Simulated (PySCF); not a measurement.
# Electron correlation in Xe (xenon, neutral)

[Xe], closed-shell 1S. Calculation: PySCF 2.14, in x2c-TZVPPall (8s6p4d2f, 60 functions); scalar relativity by spin-free X2C-1e. Frozen: [Ar] 3d10; 26 electrons correlated.

MP2 pair energies summed by pair of shells (mhartree):

```csv
pair,energy,share (%)
4d-4d,-258.08,39.8
4d-5p,-107.48,16.6
5p-5p,-96.44,14.9
4p-4d,-51.71,8.0
4d-5s,-33.27,5.1
5s-5p,-30.56,4.7
4p-4p,-24.19,3.7
4s-4d,-14.45,2.2
4p-5p,-8.57,1.3
4s-4p,-7.25,1.1
4p-5s,-6.99,1.1
5s-5s,-5.61,0.9
4s-4s,-2.15,0.3
4s-5p,-1.07,0.2
4s-5s,-0.47,0.1
```

Total MP2 correlation energy: -648.29 mhartree.

Same-spin part -235.78 and opposite-spin part -412.51 mhartree; SCS-MP2 scales them by 1/3 and 6/5 to -573.60 mhartree.

This basis was not built for core-valence correlation, so the inner-shell part is incomplete.
